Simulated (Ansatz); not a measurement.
Computed with Ansatz on PBE0-D4/def2-TZVP structures; ΔE is electronic, products minus reactants. CBS: MP2 limit from def2 TZ/QZ plus the TZ coupled-cluster correction, frozen cores. This one scheme is used for every species. Each species was taken in one conformer, which may not be the lowest.

`CB(F)F` + `NC[SiH2]N` → `CN[SiH2]CN` + `FBF`  (substitution at a C–B bond)

`CB(F)F`:

Z-matrix (Å, degrees):
```
C
B 1 1.555
H 1 1.089 2 112.8
H 1 1.093 2 110.5 3 122.5
H 1 1.095 2 109.6 3 -121.0
F 2 1.322 1 122.8 3 6.0
F 2 1.324 1 121.4 3 -174.5
```

`NC[SiH2]N`:

Z-matrix (Å, degrees):
```
C
Si 1 1.879
N 1 1.465 2 108.4
H 1 1.101 2 111.2 3 -127.1
H 1 1.095 2 106.9 3 116.8
N 2 1.717 1 106.2 3 -58.5
H 2 1.500 1 107.4 3 65.2
H 2 1.489 1 112.0 3 -177.9
H 3 1.012 1 111.3 2 174.2
H 3 1.013 1 110.5 2 -67.3
H 6 1.007 2 121.3 1 -179.0
H 6 1.010 2 115.6 1 41.2
```

`CN[SiH2]CN`:

```xyz
15

C     0.357    1.204   -1.641
N    -0.763    0.573   -0.974
Si   -0.702   -0.987   -0.251
C    -0.072   -0.901    1.521
N     1.071    0.009    1.550
H     0.352    1.051   -2.728
H     0.379    2.283   -1.453
H     1.292    0.792   -1.257
H    -1.660    0.923   -1.265
H     0.211   -1.882   -1.021
H    -2.088   -1.537   -0.269
H     0.263   -1.905    1.803
H    -0.887   -0.633    2.212
H     1.475    0.067    2.477
H     0.771    0.943    1.297
```

`FBF`:

```xyz
4

F    -0.614   -1.031   -0.481
B    -0.016    0.036   -0.004
F     1.126   -0.123    0.623
H    -0.497    1.118   -0.137
```

Task: Is it downhill or uphill in electronic energy at CCSD(T)/CBS, and by how much? (An estimate is asked.)

Result: Computed: Uphill: ΔE = +97.0 kJ/mol.

Task: What do these levels give: HF/def2-TZVPP, SCS-MP2/def2-TZVPP, CCSD/def2-TZVPP, HF/def2-QZVPP, MP2/def2-QZVPP, SCS-MP2/def2-QZVPP? (An estimate is asked.)

Result: Ansatz gave: HF/def2-TZVPP 96.1, SCS-MP2/def2-TZVPP 92.6, CCSD/def2-TZVPP 96.5, HF/def2-QZVPP 95.6, MP2/def2-QZVPP 97.2, SCS-MP2/def2-QZVPP 93.4 kJ/mol.

Largest T1 diagnostic among the species: 0.013.

The D4 term adds −5.0 kJ/mol with B3LYP and −3.1 kJ/mol with PBE0; it sums over pairs of atoms, weighted by their polarisabilities, and B3LYP, whose exchange is more repulsive, gets the larger term.

B3LYP here is the variant with VWN-RPA as its local correlation; programs differ in this.
